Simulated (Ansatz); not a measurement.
Reaction (SMILES): C[Si](C)(C)C -> [CH3] (CH3) + C[Si](C)C (the C-Si bond at the site shown breaks; other sites are not compared here)
Each molecule is optimised on its own at B3LYP-D3(BJ)/def2-TZVP (Ansatz, a first-principles code).

Quantity: bond dissociation energy (electronic energy difference), in kcal/mol. Cores are frozen in the correlated levels unless marked. Open shells are spin-unrestricted. Spin-orbit coupling is left out. Non-relativistic. CBS(X,Y): correlation extrapolated as X^-3; Hartree-Fock from the larger set.

```csv
level,program,bond dissociation energy (kcal/mol)
HF/cc-pV(T+d)Z,Ansatz,68.4
```

Task: Estimate the value at CCSD(T)/CBS(cc-pV(T+d)Z,cc-pV(Q+d)Z) as computed with Ansatz.

Result: 96.6 kcal/mol
